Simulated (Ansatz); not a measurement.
Ansatz (a quantum-chemistry and plane-wave program) input:

Ansatz 0.2 input:
```yaml
crystal:
  periodic: [false, false, false]
  atoms:
    - {symbol: C, position_ang: [-2.53572253, 0.24515233, -0.35946790]}
    - {symbol: C, position_ang: [-1.35432127, -0.59981799, 0.10006902]}
    - {symbol: C, position_ang: [-0.04756560, 0.06019438, -0.04458681]}
    - {symbol: O, position_ang: [-0.04258155, 1.23371268, -0.52331693]}
    - {symbol: C, position_ang: [1.20451398, -0.61270926, 0.35119173]}
    - {symbol: C, position_ang: [2.46404988, 0.22758463, 0.15570926]}
    - {symbol: H, position_ang: [-2.59617691, 1.17012229, 0.20732242]}
    - {symbol: H, position_ang: [-2.44910236, 0.49533177, -1.41318744]}
    - {symbol: H, position_ang: [-3.45876566, -0.30632903, -0.21364378]}
    - {symbol: H, position_ang: [-1.48033751, -0.89233848, 1.14929637]}
    - {symbol: H, position_ang: [-1.32730562, -1.54881283, -0.44846365]}
    - {symbol: H, position_ang: [1.11769949, -0.92586929, 1.39753332]}
    - {symbol: H, position_ang: [1.28709628, -1.55050112, -0.21003779]}
    - {symbol: H, position_ang: [3.32890379, -0.34466544, 0.47920683]}
    - {symbol: H, position_ang: [2.44126188, 1.13504692, 0.75808136]}
    - {symbol: H, position_ang: [2.62480679, 0.47882318, -0.89213091]}
    - {symbol: H, position_ang: [0.84340689, 1.64951190, -0.60768065]}
basis:
  gaussian:
    orbitals: def2-TZVP
hamiltonian:
  xc: b3lyp
  dispersion: d3bj
total_charge: 1
relax: {f_tol: 0.002, max_steps: 150}
```

Task: Predict the final energy.

Result: -272.24728 Eh (B3LYP-D3(BJ)/def2-TZVP). The basis has 252 functions.

It need not be the lowest isomer of its formula.
